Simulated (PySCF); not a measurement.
**C7H10OSi: core ionisation energies**

Compound: C7H10OSi.
SMILES with atom numbers: `[CH:1]#[C:2][C@@H:3]1[CH:4]=[CH:5][CH2:6][Si@@H:7]1[O:8][CH3:9]`

Method: PySCF, delta-SCF UKS SCAN, pcX-2 on the ionised atom, pcseg-1 elsewhere, spin-free X2C. Each binding energy is the total energy of the core-ionised species, with the hole localised on one atom, minus that of the ground state; both are solved self-consistently, so orbital relaxation is included.

**Question.** What binding energy does each computed site have?

**Answer.** 
```
atom(s)                  environment     level  binding energy (eV)  2p1/2 (eV)  above the level's lowest (eV)  count
     C1       terminal alkyne carbon      C 1s               289.72           –                           0.00      1
     C2                alkyne carbon      C 1s               290.43           –                          +0.71      1
     C3  sp3 carbon bound to silicon      C 1s               290.77           –                          +1.05      1
     C4             alkene CH carbon      C 1s               290.18           –                          +0.46      1
     C5             alkene CH carbon      C 1s               290.24           –                          +0.52      1
     C6  sp3 carbon bound to silicon      C 1s               290.19           –                          +0.47      1
    Si7         oxygen-bound silicon  Si 2p3/2               106.89      107.52                           0.00      1
    Si7         oxygen-bound silicon     Si 1s              1846.77           –                           0.00      1
     O8           silyl ether oxygen      O 1s               537.86           –                           0.00      1
     C9               methoxy carbon      C 1s               292.21           –                          +2.49      1
```

Lowest listed C 1s: C1, bonded to C (triple bond) and H. Highest, 2.49 eV above it: C9, bonded to O and 3 H. The widest gap between neighbouring values is 1.44 eV, between 290.77 and 292.21 eV. Summing the Pauling electronegativity differences to the bonded atoms, each weighted by its formal bond order, gives -0.35 for the lowest site and -0.16 for the highest; the largest sum, 0.00, belongs to C2, 1.78 eV below the top. The smallest sum, -1.35, belongs to C6, 0.47 eV above the lowest. The values 290.18, 290.19 and 290.24 eV lie too close for their order to be trusted.

**Question.** Which photon energy gives electrons from C 1s of C1 a kinetic energy of 100 eV, and what is their de Broglie wavelength?

**Answer.** hν = 289.72 + 100 = 389.72 eV, recoil neglected; λ = 12.264 Å/√(E/eV) = 1.23 Å.

**Question.** What is the longest wavelength that can ionise C 1s of C1 vertically?

**Answer.** λ = hc/E = 12398.42 eV Å / 289.72 eV = 42.794 Å.

The unrestricted hole states depart most from a pure doublet (⟨S²⟩ = 0.75; over 0.85 named) for C 1s of C2 (0.87), which makes this value less certain. The 2p values aren't plain energy differences: one relaxed spin-free 2p hole is combined with a matrix within the shell (ground-state 2p orbital-energy differences and spin–orbit coupling). 2p3/2, the mean of its two sublevels, lies a third of the splitting below the shell's mean and 2p1/2 two thirds above it; the statistical areas are 2:1. 2p1/2 minus 2p3/2 (ligand field included): Si 0.62 eV. Geometry: PBE0-D3(BJ)/def2-SVP, one conformer, isolated molecule.

Time: 6.5 min; peak memory 0.71 GiB. Hardware: an AMD EPYC with one thread, on a shared host.
